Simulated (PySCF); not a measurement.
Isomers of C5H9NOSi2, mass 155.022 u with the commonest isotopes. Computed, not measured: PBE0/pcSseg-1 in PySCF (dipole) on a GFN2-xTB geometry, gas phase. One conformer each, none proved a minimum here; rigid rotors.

Question: Order these by rotational constant C, largest first.
A. `[N:1]#[C:2][C:3]1=[C:4]([CH2:5][CH2:6][OH:7])[SiH2:8][SiH2:9]1` with C3–C4–C5–C6 151°, C4–C5–C6–O7 52°, C5–C6–O7–H 63°
B. `[SiH3]N1[SiH2]Cc2ccoc21`
C. `[O:1]=[CH:2][C:3]1=[CH:4][Si@H:5]([NH:6][SiH3:7])[CH:8]=[CH:9]1` with O1–C2–C3–C4 -179°, C4–Si5–N6–Si7 170°

Answer: B (727.8 MHz), A (607.6 MHz), C (462.5 MHz).

Question: Order these by rotational constant B, largest first.
A. `[O:1]=[CH:2][C:3]1=[CH:4][Si@H:5]([NH:6][SiH3:7])[CH:8]=[CH:9]1` with O1–C2–C3–C4 -179°, C4–Si5–N6–Si7 170°
B. `[N:1]#[C:2][C:3]1=[C:4]([CH2:5][CH2:6][OH:7])[SiH2:8][SiH2:9]1` with C3–C4–C5–C6 151°, C4–C5–C6–O7 52°, C5–C6–O7–H 63°
C. `[SiH3]N1[SiH2]CC2=C1OC=C2`

Answer: C (1221 MHz), B (935.6 MHz), A (488.2 MHz).

Question: Order these by out-of-plane moment Σ m c² = (Ia + Ib − Ic)/2, largest first.
A. `[O:1]=[CH:2][C:3]1=[CH:4][Si@H:5]([NH:6][SiH3:7])[CH:8]=[CH:9]1` with O1–C2–C3–C4 -179°, C4–Si5–N6–Si7 170°
B. `[SiH3]N1[SiH2]Cc2ccoc21`
C. `[N:1]#[C:2][C:3]1=[C:4]([CH2:5][CH2:6][OH:7])[SiH2:8][SiH2:9]1` with C3–C4–C5–C6 151°, C4–C5–C6–O7 52°, C5–C6–O7–H 63°

Answer: A (32.87 u·Å²), C (14.07 u·Å²), B (7.47 u·Å²).

```tsv
SMILES	point group	Ia (u·Å²)	Ib (u·Å²)	Ic (u·Å²)	κ	μa (D)	μb (D)	μc (D)
[SiH3]N1[SiH2]Cc2ccoc21	Cs	295.27	414.07	694.40	0.00	0.30	1.19	0.00
N#CC1=C(CCO)[SiH2][SiH2]1	C1	319.67	540.18	831.71	-0.33	4.29	1.14	0.89
O=CC1=C[Si@H](N[SiH3])C=C1	C1	123.25	1035.17	1092.67	-0.99	3.08	1.13	0.05
```
